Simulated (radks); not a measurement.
Method: non-relativistic Kohn-Sham, BLYP, spin-polarised, spherical densities, point nucleus; open shells are filled with parallel spins first; computed with a radial shooting solver on a logarithmic mesh with Libxc functionals. Each species is in its NIST ground configuration. Rank Ar3+, Mg3+, Si3+, S3+, P3+, Cl3+, Al3+ by Delta-SCF ionisation energy (eV), largest first.

Answer. Al3+ 120.37, Mg3+ 109.73, Ar3+ 58.924, Cl3+ 53.121, P3+ 51.375, S3+ 47.146, Si3+ 45.832.
